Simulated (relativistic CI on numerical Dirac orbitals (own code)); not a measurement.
## Spin-allowed bands of a d8 ion in a tetrahedral site, by hand

Problem. Take Δ = 3260 cm⁻¹ and B = 880 cm⁻¹ for a d8 ion in a tetrahedral site. Calculate the three spin-allowed bands.

Working.
1. The terms of highest spin are 3F (energy 0) and 3P (15B = 13200 cm⁻¹). Here the F term splits into A2 at +1.2Δ = 3912, T2 at +0.2Δ = 652 and T1 at −0.6Δ = -1956 cm⁻¹.
2. The two T1 states mix through the element 0.4Δ: H = [[-1956, 1304], [1304, 13200]], with roots ½(H₁₁ + H₂₂) ∓ ½√[(H₂₂ − H₁₁)² + 4H₁₂²] = ½(11244) ∓ ½(15379) = -2067 and 13311 cm⁻¹.
3. The ground term is 3T1 at -2067 cm⁻¹.
4. Bands: 3T2 2719 cm⁻¹ (3677 nm), 3A2 5979 cm⁻¹ (1672 nm), 3T1(P) 15379 cm⁻¹ (650 nm).

Check. Exact diagonalisation of the whole d8 shell with these parameters gives 3T2 2719, 3A2 5979, 3T1 15379 cm⁻¹. The match is exact, since without spin-orbit coupling no other term has this spin. The ratio of the second band to the first, 2.199, depends on Δ/B = 3.7 alone, which is how a Tanabe-Sugano diagram is read.
